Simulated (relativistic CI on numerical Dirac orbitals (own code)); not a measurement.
Computed by Dirac-Coulomb-Breit CI, separate exchange-only KLI orbitals for each configuration, model QED (radiative potential, 1s self-energy scaled to tabulated hydrogen-like ionisation energies), unscaled Slater integrals (own radial code, finite nucleus).

The strongest absorption lines from the ground level of an ion, among the configurations computed and to levels below about 8980 eV (vacuum wavelength in nm, gf): 0.13882 (0.11), 0.13988 (0.062), 0.17020 (0.00071), 0.18221 (0.4), 0.18426 (0.022), 0.18678 (0.26), 1.7036 (0.19), 8.5383 (0.0091).

Task: Which ion is it?
A. Pr⁵⁵⁺
B. In⁴⁵⁺
C. Pr⁵³⁺
D. Pr⁵⁷⁺

Result: A. Pr⁵⁵⁺ has 4 electrons and the ground level 2s² ¹S0; the strongest line goes to 2s3p ¹P°1. The pattern of lines fixes the number of electrons, and along that sequence the line energies rise steadily with the charge (about as its square where n changes within one kind of shell, about linearly where n is kept but much faster in heavy ions where fine structure, which grows about as Z⁴, sets the gap, and irregularly where shells cross), which fixes Z. Configurations outside the model, such as inner-shell arrays, can give stronger lines. At this charge energies of transitions that change n are usually good to better than 1 %, and those within a shell (Δn = 0) to a few per cent.

LS names give the leading component of a level, which can be under half, so a name can repeat, a term be missing and a line seem to break the LS rules.
